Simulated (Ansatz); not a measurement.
Two structures of ZnH4SO, singlet, reached by relaxing down either side of one saddle point (PBE0-D4/def2-TZVP). Energies are electronic, without zero-point energy. Computed with Ansatz 0.2.0 (basis: def2-TZVPP and def2-QZVPP); correlated methods freeze the cores. The 3s and 3p shells of Cu and Zn are frozen; filled d shells are correlated. Extrapolation: Hartree–Fock as exp(−7.88 √X), correlation as X^−2.97. First:

Zn1  (0.249, -0.383, -0.507)
S2  (0.970, -2.104, 0.566)
O3  (-0.328, 1.068, -1.356)
H4  (0.001, 1.313, 1.730)
H5  (-0.212, 1.720, 1.137)
H6  (-0.267, -2.602, 0.738)
H7  (-0.413, 0.988, -2.308)
(Å)

Second:

Zn1  (-0.060, 1.183, -0.014)
S2  (0.943, -1.130, 1.059)
O3  (-0.367, 0.054, -1.403)
H4  (-0.175, -1.436, 1.738)
H5  (0.032, 2.372, 0.942)
H6  (0.399, -1.463, -0.133)
H7  (-0.772, 0.420, -2.189)
(Å)

Question: Which bonds change from the first to the second?

Answer: ZnH₂SO ([OH][Zn][SH]) + H₂ → ZnH₂O ([OH][ZnH]) + H₂S (still joined by a long Zn–S bond); bonds formed: Zn1–H5, S2–H4; bonds broken: H4–H5; bonds weakened to dative contacts: Zn1–S2.

Question: Give the saddle point's structure and its height above each. (To be estimated.)

Answer: Computed: 1.651 eV above the first and 1.169 eV above the second (CCSD(T) at an estimated basis limit (MP2 extrapolated from triple and quadruple zeta, plus CCSD(T) − MP2 in triple zeta)).
```
7
angstrom
Zn -0.0507 0.5732 -0.2345
S 0.8615 -1.4248 0.8460
O -0.4373 1.1678 -1.8740
H 0.3177 0.0360 1.4517
H -0.1121 1.0434 1.4059
H -0.3748 -1.9390 0.9691
H -0.2043 0.5434 -2.5642
```

T1 diagnostic: at most 0.017.

Labels in which every atom is bracketed show which atoms are joined, not bond orders.

For scale, one of the runs: CCSD(T)/def2-TZVPP, 193 basis functions, launched by `ansatz run in.yaml --threads 4 --pin off --events-out ev --progress --plain --max-ram 9574MiB`. The run took 43 s on 4 CPU threads of an Arm Neoverse V1 (shared host), with 2.1 GiB of host memory at its peak.
